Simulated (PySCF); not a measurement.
Species: C4H12SSi2.
Geometry (PBE0-D3(BJ)/def2-SVP, Å), atoms numbered from 1 in this order:
```xyz
19
C4H12SSi2 angstrom
C     -2.407    1.359   -0.041
C     -1.280    0.747   -0.816
S     -1.385    0.478   -2.424
C     -0.069    0.385   -0.012
Si    -0.350   -1.426    0.567
C      1.265    0.532   -0.749
Si     2.838    0.125    0.216
H     -3.327    1.398   -0.635
H     -2.123    2.388    0.243
H     -2.588    0.812    0.899
H     -0.069    0.983    0.919
H     -0.030   -2.342   -0.565
H     -1.769   -1.611    0.993
H      0.542   -1.717    1.731
H      1.362    1.573   -1.105
H      1.244   -0.081   -1.666
H      2.993   -1.348    0.421
H      2.820    0.785    1.560
H      4.019    0.625   -0.551
```

Linear response at PBE0/def2-SVPD (PySCF, frozen core in the response, non-relativistic). Geometry: PBE0-D3(BJ)/def2-SVP, one conformer, isolated molecule.

Static isotropic polarisability: 127.30 au (18.86 Å³), principal values 109.0, 124.9, 148.0 au.

Question: What is the polarisability at 1064 nm and at the sodium D line?

Answer: 128.82 au at 1064 nm (+1.2 %), 132.57 au at 589.3 nm (+4.1 %). The rise at 589.3 nm is 3.46 times that at 1064 nm; a pure ω² law gives 3.26. The lowest singlet lies at 473 nm, shorter than both wavelengths.

Question: What is the isotropic C6 coefficient between two such molecules, C6 = (3/π)∫α(iω)² dω?

Answer: 5662 au (Eh·bohr⁶) by a ten-point quadrature over imaginary frequencies, which is 3380 eV·Å⁶ or 326 J·nm⁶/mol.

Question: Which effective excitation energy ω̄ makes London's formula C6 = (3/4)α²ω̄ exact here?

Answer: ω̄ = 4·C6/(3α²) = 0.466 Eh = 12.7 eV. A one-pole form α(ω) = α/(1 − ω²/ω̄²) fitted to the 1064 nm value gives 10.7 eV. London's choice of the ionisation energy (8.27 eV, ΔSCF at the same level) gives C6 = 3690 au, 35 % too low.

Question: How anisotropic is the static polarisability, by Δα² = ½[(α1 − α2)² + (α2 − α3)² + (α3 − α1)²]?

Answer: Δα = 34.0 au, or 0.27 of the isotropic value.

Question: What three-body coefficient follows from the one-pole estimate C9 = (3/4)·α·C6?

Answer: 541000 au. This is an estimate from the two numbers above, not a computed integral.

Question: What n − 1 at the D line would an ideal gas of it have at 273.15 K and 1 atm (2.6868 × 10¹⁹ cm⁻³), by n − 1 = 2π·N·α′?

Answer: 33.17 × 10⁻⁴, a formal value whether or not that pressure can be reached.

Question: How many electrons N does the Slater–Kirkwood formula C6 = (3/4)·√N·α^(3/2) need to give this C6?

Answer: N = (4·C6/3)²/α³ = 27.6; the species has 80 electrons in all.

Time: 2.5 min of wall time; peak memory 1.2 GiB. Hardware: one thread, Arm Neoverse V2 (aarch64), shared host with 96 logical CPUs at a one-minute load of 42. This is the whole response run at PBE0/def2-SVPD, SCF included.
